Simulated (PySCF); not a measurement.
BH₂, multiplicity 2. Atoms are numbered in the order given.

```xyz
3

B      0.0000     0.0000     0.1454
H      0.0000    -1.0772    -0.3635
H      0.0000     1.0772    -0.3635
```
Charge 0, spin multiplicity 2.

The structure is a stationary point at PBE0-D3(BJ)/def2-TZVPD. The isomer is the one that the SMILES or the coordinates give; other isomers of the formula were not compared.

Method: PBE0-D3(BJ)/def2-TZVPD (PySCF).

Harmonic, unscaled wavenumbers; measured fundamentals usually lie a few per cent lower.

```json
[
 {"mode": "1", "ν (cm⁻¹)": "979", "IR (km/mol)": "8.4", "moving atoms (share of kinetic energy)": "H 87 %, B 13 %"},
 {"mode": "2", "ν (cm⁻¹)": "2584", "IR (km/mol)": "13.7", "moving atoms (share of kinetic energy)": "H 97 %"},
 {"mode": "3", "ν (cm⁻¹)": "2755", "IR (km/mol)": "93.5", "moving atoms (share of kinetic energy)": "H 87 %, B 13 %"}
]
```
